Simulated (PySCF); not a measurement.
Sn(F)(NH2)3 (FH6N3Sn), SMILES [NH2][Sn]([NH2])([NH2])[F]. Coordinates come from a PBE-D3(BJ)/def2-SVP optimisation. The structure was generated by enumeration; whether it is a known compound was not checked. The def2 effective core potentials stand for the cores of Sn; spin–orbit coupling is left out. Other conformers were not sampled.

All values below come from PBE-D3(BJ)/def2-SVP (PySCF 2.14.0).

Harmonic wavenumbers (cm⁻¹): 97, 97, 147, 148, 151, 177, 177, 227, 518, 546, 546, 580, 649, 649, 658, 830, 855, 855, 1487, 1487, 1487, 3403, 3404, 3404, 3504, 3504, 3504. Rotational constants (GHz): 2.607, 2.607, 2.579; symmetry number 3.

Question: Work out the zero-point energy and the ideal-gas rigid-rotor harmonic-oscillator thermochemistry at 298.15 K and 1 atm.

Answer: ZPE = ½ Σ hcν = ½ × 33090 cm⁻¹ = 47.31 kcal/mol. H − E(el) = 53.76 kcal/mol. Entropy in cal/(mol K): translation 41.56, rotation 25.12, vibration 25.60, total 92.29. G − E(el) = 26.25 kcal/mol. Cp = 32.42 cal/(mol K). Modes under 150 cm⁻¹ make the vibrational entropy uncertain.
